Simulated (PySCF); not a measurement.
**Adding and removing an electron: LiPb**

r²SCAN; basis Li cc-pVDZ, Pb cc-pVDZ-PP with ECP60; scalar-relativistic core potentials; PySCF 2.14. Neutral (UKS): quartet (σ ↑, π ↑↑), Re = 2.651 Å, ωe = 340 cm⁻¹, De = 1.52 eV, HOMO -3.67 eV, LUMO -1.97 eV.

LiPb⁺ (UKS): triplet (σ ↑, π ↑), Re = 3.107 Å, ωe = 212 cm⁻¹. The energies at the minima are -200.45614 hartree for LiPb and -200.23457 for LiPb⁺.

Question: Work out the adiabatic ionisation energy, without and with harmonic zero-point energies (1 hartree = 27.2114 eV, 1 eV = 8065.5 cm⁻¹), and the change of the bond length.

Answer: At r²SCAN: 0.22157 hartree = 6.029 eV between the minima; the zero-point term (212.0 − 340.0)/2 cm⁻¹ = -0.008 eV makes it 6.021 eV. Re changes by +45.6 pm against the neutral. The electron leaves a π orbital; in so polar a molecule the change of length follows mostly from the change of the ionic charges.

Spin–orbit coupling is left out, which matters for elements this heavy, above all for dissociation energies. States were picked by a PBE0 search and need not be the measured ground states.
